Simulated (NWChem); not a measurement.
Molecule: CH$_{5}$NOSi$_{2}$; SMILES N#CO[SiH2][SiH3]

```xyz
10

N      1.1008    -2.6199    -0.1973
C      0.2214    -1.9221     0.1208
O     -0.7571    -1.1716     0.5023
Si    -1.0530     0.4077    -0.1449
Si     0.8415     1.7917     0.0408
H     -1.4931     0.2326    -1.5534
H     -2.1925     0.8674     0.6817
H      1.2905     1.8540     1.4557
H      1.9441     1.3009    -0.8231
H      0.4274     3.1504    -0.4059
```
Atoms are numbered in this order, from 1.

Coordinates come from a B3LYP/6-31G* (spherical d) optimisation. B3LYP is NWChem's, with the RPA form of VWN correlation.

### Question
Give the principal values of the shielding tensors (ppm) of N1, C2, O3, Si4, Si5 from B3LYP/6-31G* (spherical d), GIAO (NWChem), with their diamagnetic and paramagnetic parts as GIAO splits them.

### Answer
```
atom    σ11    σ22    σ33  isotropic  diamagnetic  paramagnetic
----  -----  -----  -----  ---------  -----------  ------------
N1    -26.7   -3.2  336.5      102.2        333.4        -231.2
C2     -5.7   -3.7  287.4       92.7        262.5        -169.8
O3    243.5  267.7  380.0      297.1        392.8         -95.8
Si4   294.2  374.6  470.1      379.6        880.7        -501.1
Si5   481.8  483.8  490.6      485.4        882.2        -396.8
```
